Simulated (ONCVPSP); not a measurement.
Potentials for C compared

Generated with ld1.x 7.5 (TM, RRKJ, ultrasoft, PAW), atompaw 4.2 or ONCVPSP 4.0.1. The cutoff is in Ry: for ld1.x and atompaw files where the sum of valence levels is converged to 10 mRy in a Bessel basis, for ONCV files where the hardest occupied wave has 1 mHa per electron of residual kinetic energy. The error is the largest all-electron minus pseudo excitation energy over each file’s own four to seven test configurations (ionisations up to +4, promotions, holes and added fractions of an electron), all of which were solved. The labels leave out finer settings (local radius, basis sizes, second energies), which also bear on the numbers. Spin-polarised tests are not counted. The rows are a selection from randomly drawn settings: files with unsolved tests, undetermined cutoffs or missed reference levels are left out.

A true bound ghost makes a file unfit for plane-wave use even where its test errors are small: the radial tests pick states by their node count and pass the ghost by.

| potential | cutoff (Ry) | largest error (meV) | bound ghosts |
| --- | --- | --- | --- |
| ONCV, PBEsol, scalar-relativistic, rc 1.10/2.30/2.30 (spd), local smoothed, core correction yes, reference 2s2 2p1.75, qcut 5.4/6.1/4.8, projectors 2/2/2 | 64 | +381 | none |
| ONCV, LDA (Perdew-Wang 92), scalar-relativistic, rc 1.25/2.80/2.25 (spd), local smoothed, core correction yes, reference 2s2 2p1.5, qcut 6.7/4.2/3.8, projectors 3/2/2 | 35 | +950 | none |
| ONCV, LDA (Perdew-Wang 92), scalar-relativistic, rc 0.95/1.75/1.45 (spd), local smoothed, core correction yes, reference 2s2 2p2, qcut 6.8/10/7.8, projectors 2/2/2 | 45 | +125 | d |
| ONCV, LDA (Perdew-Wang 92), scalar-relativistic, rc 1.00/1.75/1.55 (spd), local s, core correction yes, reference 2s2 2p1.5, qcut 7.6/7.6/6.3, projectors 0/2/3 | 42 | +151 | none |
| ONCV, LDA (Perdew-Wang 92), scalar-relativistic, rc 1.10/1.80 (sp), local smoothed, core correction no, reference 2s2 2p0.5, qcut 5.5/8.6, projectors 2/2 | 74 | +127 | none |
| ONCV, PW91, scalar-relativistic, rc 1.35/3.15 (sp), local smoothed, core correction no, reference 2s1.75 2p2.25, qcut 4.1/3.7, projectors 2/3 | 95 | +1722 | none |

Question: Fill in the row for C: ONCV, LDA (Perdew-Wang 92), scalar-relativistic, rc 1.20/2.25 (sp), local smoothed, core correction no, reference 2s2 2p1, qcut 4.2/5.1, projectors 2/2.

Answer: cutoff 221 Ry, largest error +729 meV, bound ghosts: none.

Question: Fill in the row for C: ONCV, PBE, scalar-relativistic, rc 0.95/3.05 (sp), local smoothed, core correction yes, reference 2s2 2p2, qcut 7.3/3.9, projectors 3/2.

Answer: cutoff 40 Ry, largest error +3102 meV, bound ghosts: s, p.
